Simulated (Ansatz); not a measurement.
Sn(H)2(Et)(OH) (C₂H₈OSn), SMILES C[CH2][SnH2][OH].

The structure is a stationary point at B3LYP-D3(BJ)/def2-SVP. The structure was generated by enumeration; whether it is a known compound was not checked. The def2 effective core potentials stand for the cores of Sn; spin–orbit coupling is left out. The values are those of a single conformer.

Two levels are set side by side: PBE/def2-SVPD (Ansatz, a program for electronic structure) and PBE0/def2-SVPD (Ansatz). Energy differences of separate SCF runs at the same geometry; the states with an electron removed or added have multiplicity 2 and 2. Differences are taken from unrounded values.

```json
[
 {"quantity": "vertical ionisation energy (eV)", "PBE0": "9.89", "PBE": "9.48", "PBE minus PBE0": "-0.42"},
 {"quantity": "vertical singlet–triplet gap (eV)", "PBE0": "5.65", "PBE": "5.30", "PBE minus PBE0": "-0.36"}
]
```
